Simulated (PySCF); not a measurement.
Level of theory: CAM-B3LYP-D3(BJ)/def2-TZVP (PySCF). Gas-phase values, no solvent. One relaxed conformer stands for a flexible species; it need not be the lowest. Excitations are Tamm–Dancoff values on a coarser integration grid. The basis has no diffuse functions, so Rydberg states are missing or too high.

Reference species (SMILES): `BC/C=C/C#N` (neutral, multiplicity 1).

- T1 excitation (TDA) = 3.83 eV
- HOMO–LUMO gap = 8.35 eV

Changed species: `BC(=C)CC#N`.

**Question.** Predict the effect on the T1 excitation (TDA) and HOMO–LUMO gap.

**Answer.** the T1 excitation (TDA) falls by 0.17 eV, to 3.66 eV; the HOMO–LUMO gap goes up by 0.38 eV, to 8.73 eV.
